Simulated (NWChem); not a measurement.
C4H6Si; SMILES C=CC#C[SiH3]

All runs: NWChem. Pople sets run with spherical d functions. Structure relaxed at the PBE0/def2-SVP level.

Task: Estimate the computed values for BHandHLYP/6-31G*. Quantities: highest occupied level (eV); orbital gap (eV); dipole (D).

Result: 
- highest occupied level (eV): -7.78
- orbital gap (eV): 7.90
- dipole (D): 1.19
